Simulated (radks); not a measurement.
Values are calculated unless marked as measured or tabulated.
All-electron atom: Pm56+ in [He] 2s2 2p1. Code: a radial shooting solver on a logarithmic mesh with Libxc functionals. Model: scalar-relativistic Kohn-Sham, BLYP, spin-polarised, spherical densities, finite nucleus; open shells are filled with parallel spins first (spin-orbit coupling, left out, can overturn this in heavy ions); Fermi nuclear charge, rms radius 4.962 fm.

Normalised radial functions P(r) = r R(r), r in bohr:

```
   r/bohr * 1s down (the largest magnitude, 5.84, reaches the edge; | marks zero)
0.0008225 |         *
 0.001021 |           *
 0.001267 |             *
 0.001572 |                *
 0.001936 |                   *
 0.002403 |                      *
 0.002982 |                          *
 0.003701 |                              *
 0.004593 |                                   *
 0.005701 |                                        *
 0.007075 |                                             *
 0.008711 |                                                 *
  0.01081 |                                                    *
  0.01342 |                                                      *
  0.01665 |                                                      *
  0.02067 |                                                   *
  0.02565 |                                              *
  0.03184 |                                      *
   0.0392 |                             *
  0.04865 |                    *
  0.06038 |           *
  0.07494 |     *
    0.093 |  *
   0.1154 |*
   0.1433 *
   0.1764 *
   0.2189 *
   0.2717 *
   0.3372 *
   0.4185 *
   0.5194 *
   0.6446 *
```

1s down: eigenvalue -50764 eV, 0 radial nodes, <r> = 0.0231 bohr, 90 % of the charge inside 0.0417 bohr.
